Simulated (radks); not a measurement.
Results of a calculation; reference values are marked as such.
The oxygen ion O2+ inside a hard spherical wall (all orbitals vanish at R), configuration held at [He] 2s2 2p2 and not refilled when levels cross. Code: a radial shooting solver on a logarithmic mesh with Libxc functionals. Model: non-relativistic Kohn-Sham, PBE, spin-polarised, spherical densities, point nucleus; open shells are filled with parallel spins first. Eigenvalues in eV for spin up, with the zero of energy where the potential of the charges vanishes at infinity; a dash marks a level that is unbound or too diffuse for the functional's potential to be trusted. A positive occupied level is held by the wall or, in an anion where self-interaction has pushed it up, behind a barrier. The pressure on the wall is -dE/dV.

R (bohr)  E (hartree)  kinetic (hartree)    e(1s)    e(2s)    e(2p)  e(3s, empty)  e(3p, empty)  pressure (GPa)
free        -73.19357             73.051  -557.57  -60.067  -45.089             -             -               0
15          -73.19357             73.051  -557.57  -60.067  -45.089             -             -        < 0.0001
12          -73.19357             73.051  -557.57  -60.067  -45.089             -             -        < 0.0001
10          -73.19357             73.051  -557.57  -60.067  -45.089             -             -        < 0.0001
5           -73.19351             73.051  -557.56  -60.064  -45.086       -13.395        -9.562          0.0172
4           -73.19212             73.068  -557.47  -60.012  -45.022        -9.601        -5.212           0.684
3.5         -73.18643             73.122  -557.21  -59.847  -44.826        -4.669        -0.073            4.29
3           -73.15979             73.327  -556.29  -59.249  -44.127         5.380         9.715            27.0
